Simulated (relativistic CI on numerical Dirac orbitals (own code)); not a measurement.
Radial parameters of Bi XIX

Computed by Dirac-Coulomb-Breit CI, separate exchange-only KLI orbitals for each configuration, model QED (radiative potential, 1s self-energy scaled to tabulated hydrogen-like ionisation energies), unscaled Slater integrals (own radial code, finite nucleus).

Slater integrals F^k, G^k are unscaled and averaged over j, outside the closed core [Kr] 4d10; ζ comes from projecting the Hamiltonian with its Breit term on Σ l·s of the shell.

- 4f14 5s2 5p3: F^2(5p,5p) = 126280, ζ(5p) = 171080 cm⁻¹; <r>(5p) = 0.8428, <r^2>(5p) = 0.793 (bohr units).
- 4f14 5s 5p4: F^2(5p,5p) = 126310, G^1(5s,5p) = 163350, ζ(5p) = 170400 cm⁻¹; <r>(5s) = 0.7745, <r^2>(5s) = 0.6678, <r>(5p) = 0.8425, <r^2>(5p) = 0.7925 (bohr units).
- 4f14 5s2 5p2 5d: F^2(5p,5p) = 126330, ζ(5p) = 171810, F^2(5p,5d) = 116290, G^1(5p,5d) = 144200, G^3(5p,5d) = 92029, ζ(5d) = 17654 cm⁻¹; <r>(5p) = 0.8422, <r^2>(5p) = 0.792, <r>(5d) = 0.9436, <r^2>(5d) = 0.9981 (bohr units).

In this model ζ of a weakly bound d, f or g electron outside closed shells comes out too small, for d by up to a factor of two or three and at times with the wrong sign; that of an outer p electron is too small as well.

Averages of the first 10 configurations, taken without configuration mixing, which lowers the lowest level and can move excited configurations by several eV; other configurations of the list can lie among them:

```
  Configuration  Parity  States  Average energy above the lowest level (eV)
   4f14 5s2 5p3     odd      20                                        33.4
    4f14 5s 5p4    even      30                                       105.6
4f14 5s2 5p2 5d    even     150                                       124.3
   4f13 5s2 5p4     odd     210                                       130.7
 4f14 5s 5p3 5d     odd     400                                       194.2
4f14 5s2 5p2 5f     odd     210                                       216.1
 4f14 5s 5p3 5f    even     560                                       286.5
4f14 5s2 5p2 5g    even     270                                       286.3
4f14 5s2 5p2 6s    even      30                                       201.5
    4f14 5p4 5d    even     150                                       269.8
```
